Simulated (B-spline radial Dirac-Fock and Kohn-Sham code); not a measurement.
V⁷⁺: scattering cross sections and density moments

System: vanadium as V⁷⁺, 1s2 2s2 2p6 3s2 3p4.

The run's input, task.json:

```json
{"items": [{
  "Z": 23,
  "q": 7,
  "cfg": [[1, 0, 2], [2, 0, 2], [2, 1, 6], [3, 0, 2], [3, 1, 4]],
  "A": 51,
  "rrms": 3.6002,
  "do": ["scatter"],
  "s": [0.0, 0.05, 0.1, 0.15, 0.2, 0.25, 0.3, 0.35, 0.4, 0.45, 0.5, 0.6, 0.7, 0.8, 0.9, 1.0, 1.1, 1.2, 1.4, 1.6, 1.8, 2.0, 2.5, 3.0, 3.5, 4.0, 5.0, 6.0],
  "pz": [0, 0.1, 0.2, 0.3, 0.4, 0.5, 0.6, 0.8, 1.0, 1.2, 1.4, 1.6, 1.8, 2.0, 2.5, 3.0, 4.0, 5.0, 7.0, 10.0, 15.0, 20.0, 30.0, 40.0, 60.0, 100.0],
  "hv_scatter": [1000, 5000, 8047.8, 10000, 17479.3, 20000, 100000, 1000000]
}]}
```

Run with: `python xray_run.py task.json out`

Model: configuration-average Dirac-Fock orbitals. Program: a B-spline atomic structure program.

```
Sum of ⟨r⟩                          : 7.709 bohr
Sum of ⟨r²⟩                         : 6.221 bohr²
Sum of ⟨1/r⟩                        : 93.034 per bohr
Langevin diamagnetic susceptibility : -4.93 × 10⁻⁶ cm³/mol
Lamb shielding (α²/3)Σ⟨1/r⟩         : 1651 ppm
```

Coherent scattering is the Thomson cross section weighted by f₀², without anomalous dispersion; incoherent scattering is Klein-Nishina weighted by S. The Lamb formula is the non-relativistic shielding expression. Electron correlation is left out.

| hν (keV) | coherent (b) | incoherent (b) | incoherent per electron (b) |
| --- | --- | --- | --- |
| 1 | 167.2 | 0.1173 | 0.00733 |
| 5 | 117.5 | 1.934 | 0.121 |
| 8.0478 | 82.68 | 3.254 | 0.203 |
| 10 | 67.98 | 3.884 | 0.243 |
| 17.4793 | 37.81 | 5.489 | 0.343 |
| 20 | 31.83 | 5.862 | 0.366 |
| 100 | 2.394 | 7.311 | 0.457 |
| 1000 | 0.02772 | 3.371 | 0.211 |

Incoherent scattering overtakes coherent scattering between 20 and 100 keV.

Values without a named source are computed, but for edge energies of neutral atoms, which are taken from tables.
